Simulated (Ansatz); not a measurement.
Ideal-gas functions of F2H2NOTa, SMILES `[NH]=[Ta]([OH])([F])[F]` at 400 K and 1 bar, from an Ansatz frequency run at PBE0-D4/def2-TZVP.

Molar mass 250.97 g/mol, point group Cs (symmetry number 1), electronic degeneracy 1, moments of inertia 158.315, 162.301, 179.24 u Å². Harmonic wavenumbers (cm⁻¹, unscaled): 169, 182, 201, 241, 242, 426, 527, 528, 621, 667, 672, 730, 1020, 3695, 3934.

Use S(trans) = R[1.5 ln M + 2.5 ln T − 1.1517]; rotational temperatures θ = 24.2544 K / I; S(rot) = R[ln(√π/σ · √(T³/θAθBθC)) + 1.5]; for each mode x = 1.438777 ν̃/T, S = R[x/(eˣ − 1) − ln(1 − e⁻ˣ)] and H = RT x/(eˣ − 1); 1 cm⁻¹ = 0.0119627 kJ/mol; R = 8.31446 J/(mol·K).

Question: By hand: the entropy, in J/(mol·K).

Answer: Translation 183.9. Rotation: θ = 0.1532, 0.1494, 0.1353 K, giving 116.0. Vibration, mode by mode: 12.58, 11.98, 11.19, 9.76, 9.73, 5.53, 4.14, 4.13, 3.17, 2.78, 2.74, 2.33, 1.01, 0.00, 0.00, in all 81.1. Electronic 0.0. Sum 381.0 J/(mol·K).

Question: By hand: H − E and G − E in kJ/mol, counted from the electronic energy.

Answer: Zero-point energy ½ × 13855 × 0.0119627 = 82.9; thermal vibration 18.3; translation, rotation and pV give 4 RT = 13.3. H − E = 114.5 kJ/mol, and G − E = 114.5 − 400 × 381.0/1000 = -37.9 kJ/mol.

Vibration gives 21 % of the entropy. The sum counts one conformer and one mirror image; others add a mixing term.
